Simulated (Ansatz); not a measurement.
Q: Name a neutral molecule of B, C, S and H with size of the dipole moment (PBE/def2-TZVPP) between 0.90 and 1.20 D and HOMO energy (ωB97M-V/def2-TZVPP) between -9.30 and -9.00 eV (Ansatz, PBE0-D4/def2-TZVP geometry).

A: `BCCS` (1.14 D, -9.02 eV); `CB(C)CS` (1.00 D, -9.28 eV). Other molecules can fit too; these were computed, each in one conformer that needn't be the lowest.
